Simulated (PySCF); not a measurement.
# Basis set benchmark on one molecule

Molecule: SMILES [BH3-][P+](C)(C)C, C₃H₁₂BP.

Structure with atom numbers: `[BH3-:1][P+:2]([CH3:3])([CH3:4])[CH3:5]` (H(Xn): hydrogen on atom n).

Geometry PBE0-D3(BJ)/def2-SVP throughout; GIAO in PySCF 2.14.0 with density-fitted response routines, gas phase, one conformer, non-relativistic; equivalent atoms averaged; functional PBE0.

Reference values (measured; O. Kühl, Phosphorus-31 NMR Spectroscopy, Springer 2008, chapter 6 (publisher's sample)): δ(P2) = -1.8 ppm vs 85 % H3PO4. Computed shifts are taken against H3PO4, calculated as an isolated molecule at each level.

Problem. How do the basis sets STO-3G, 6-31G, 6-31G*, def2-SVP, 6-311+G(2d,p), def2-TZVP perform against the reference? Times are CPU seconds on 1 thread of an Arm Neoverse V1, shared host.

Solution. 
```tsv
basis set	functions	P2	abs. error P	core-s
STO-3G	41	-68.0	66.2	3.6
6-31G	73	-86.9	85.1	6.8
6-31G*	98	-13.0	11.2	9
def2-SVP	134	-26.0	24.2	12
6-311+G(2d,p)	215	-19.8	18.0	24
def2-TZVP	233	-13.6	11.8	28
```

For 31P the closest is 6-31G* (11.2 ppm) and the furthest 6-31G (85.1 ppm). Where a smaller basis beats a larger one, errors probably cancel. One molecule is a small sample, and vibrational and solvent effects are absent from the calculation.

A small basis that lands close on one nucleus may do so by chance; judge by the trend and by all nuclei.
